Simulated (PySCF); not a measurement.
C₂H₆B, doublet, geometry from GFN2-xTB. Base run: DF-HF/def2-SVP run with PySCF.

Here is a job for PySCF.
```python
from pyscf import gto, scf

mol = gto.M(
    atom='''
C     1.377485   -0.084532    0.140484
B     0.026495    0.295237   -0.545836
C    -1.386433   -0.015166    0.043839
H     1.608413   -1.117196   -0.130346
H     2.240368    0.510696   -0.157208
H     1.318838   -0.054615    1.231789
H    -1.408602   -0.945623    0.617460
H    -2.199719   -0.057752   -0.680201
H    -1.638091    0.786494    0.741750
''',
    basis='def2-svp',
    charge=0,
    spin=1,
    verbose=4,
)

mf = scf.UHF(mol)
mf = mf.density_fit(auxbasis='def2-universal-jkfit')
mf.kernel()
```

Variants of this job, named by their change:

```tsv
change	basis functions	E (Eh)	HOMO (eV)	dipole (D)
base	72	-103.78374	-8.38	0.91
basis = STO-3G	21	-102.60593	-6.95	0.02
basis = LANL2DZ	39	-103.82956	-8.26	0.99
basis = pcseg-0	39	(withheld)	-8.34	(withheld)
basis = 6-31G	39	-103.81951	-8.23	0.69
basis = 6-31+G*	66	-103.85634	-8.37	0.83
basis = cc-pVDZ	72	(withheld)	-8.34	(withheld)
basis = 6-31G**	72	(withheld)	(withheld)	(withheld)
basis = 6-311G**	90	-103.88399	-8.39	0.83
basis = 6-311++G**	108	-103.88463	-8.38	0.89
basis = 6-311+G(2d,p)	117	-103.88784	-8.39	0.91
basis = pc-2	174	(withheld)	-8.38	0.90
basis = cc-pVTZ	174	-103.89432	-8.39	0.90
```

### Question
What belongs in the gaps?

### Answer

- basis = pcseg-0, E (Eh): -103.57623
- basis = pcseg-0, dipole (D): 0.82
- basis = cc-pVDZ, E (Eh): -103.86518
- basis = cc-pVDZ, dipole (D): 0.88
- basis = 6-31G**, E (Eh): -103.86409
- basis = 6-31G**, HOMO (eV): -8.30
- basis = 6-31G**, dipole (D): 0.68
- basis = pc-2, E (Eh): -103.89368

Totals compare only among sets that treat the same electrons; sets with core potentials leave the core out.

Open shells are given as the SCF converged; they aren't shown to be the lowest states, and a large step between rows can be another state.
